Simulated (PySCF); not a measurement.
Zn⁺ (zinc, charge +1): UHF calculation

Configuration: [Ar] 3d10 4s1, 2S determinant. All numbers are calculated (PySCF 2.14, a scalar-relativistic core potential, in aug-cc-pVDZ-PP with ECP10MDF (5s5p4d2f, 54 functions)).

```
Total energy             : -225.663229 hartree
One-electron energy      : -401.3189 hartree
Hartree (Coulomb) energy : 195.3716 hartree
Exchange energy          : -19.7160 hartree
⟨S²⟩                     : 0.7508
⟨L²⟩                     : 0.000
Sum of ⟨r⟩               : 17.05 bohr
Sum of ⟨r²⟩              : 22.54 bohr²
Time after the integrals : 0.26 s of wall time on 1 thread of Neoverse-N1 (shared host)
```

```csv
shell,electrons,mean orbital energy (eV),"rms radius, mean of both spins (bohr)"
3s α,1,-169.35,0.734
3s β,1,-169.14,0.734
3p α,3,-116.82,0.777
3p β,3,-116.82,0.777
3d α,5,-30.463,0.996
3d β,5,-30.428,0.996
4s α,1,-16.900,2.82
```

Energies and moments cover only the electrons outside the core potential.
